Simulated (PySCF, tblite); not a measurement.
**Complex of Ca2+ and 2 × hydrogen chloride**

A gas-phase complex of Ca2+ and 2 × hydrogen chloride; charge +2, singlet. The structure comes from a short search (6 tight-binding starts) and was relaxed by PBE0-D3(BJ)/def2-SVPD; another way of binding may lie lower. Frequencies by PBE0-D3(BJ)/def2-SVPD show no clear imaginary mode.

```
part               name  SMILES  atoms  charge  multiplicity
   1               Ca2+  [Ca+2]      1      +2             1
   2  hydrogen chloride      Cl    2–3       0             1
   3  hydrogen chloride      Cl    4–5       0             1
```

```csv
atom,part,x (Å),y (Å),z (Å)
Ca1,1,-1.241,-0.830,-1.192
Cl2,2,-1.797,1.425,0.247
H3,2,-3.059,1.428,0.593
Cl4,3,1.488,-0.986,-1.205
H5,3,1.871,-1.794,-2.160
```

```tsv
contact	kind (by geometry)	distance (Å)	angle (°)
Ca1···Cl2	ion contact	2.732	-
Ca1···Cl4	ion contact	2.733	-
```

Interaction energies are complex less parts, with the parts frozen as they stand in it; counterpoise-corrected, in kcal/mol (PySCF).

Q: How strongly do the parts interact, level by level?

A: 
```json
{"level": "wB97M-D3(BJ)/def2-TZVPD", "interaction": "-62.22", "superposition error removed": "-0.18"}
{"level": "PBE0-D3(BJ)/def2-TZVPD", "interaction": "-65.75", "superposition error removed": "-0.19"}
```

Q: What holds them together? Decompose the wB97M-D3(BJ)/def2-TZVPD energy: frozen parts, their antisymmetrised product, then relaxation.

A: electrostatic -31.8, Pauli repulsion +29.1, orbital relaxation -58.2, dispersion correction -1.5 kcal/mol, which sum to the value before the counterpoise correction; the Pauli term holds the exchange-correlation of the frozen density too. Of the attraction, 64 % is orbital relaxation, 35 % is electrostatic, 2 % is dispersion correction.

Q: Are the pair energies additive?

A: The pairs sum to -67.82 kcal/mol (1–2 -33.8, 1–3 -33.9, 2–3 -0.1); the rest of +5.60 is a many-body weakening.

The parts were also relaxed and run alone, at the levels used for the complex: shieldings by PBE0/pcSseg-2; core levels by delta-SCF with SCAN, pcX-2 on the ionised atom and pcseg-1 elsewhere, spin-free X2C (2p3/2 is the spin-free 2p value less a third of a first-order spin-orbit splitting).

Q: How do these values change when the complex forms?

A: 
```tsv
property	alone	in the complex	change
shielding of Ca1 (ppm)	1413.0	1232.9	-180.1
shielding of Cl2 (ppm)	938.5	817.1	-121.5
shielding of Cl4 (ppm)	938.5	816.9	-121.6
Cl2 2p3/2 core level (eV)	207.38	217.28	+9.90
```

Multiply charged ions in the gas phase bind far more strongly than in solution.

The 5 runs behind this took 3.3 min in all, one thread each of Arm Neoverse N1 on a shared host, launched as `OMP_NUM_THREADS=1 python cluster_run.py task.json out`.
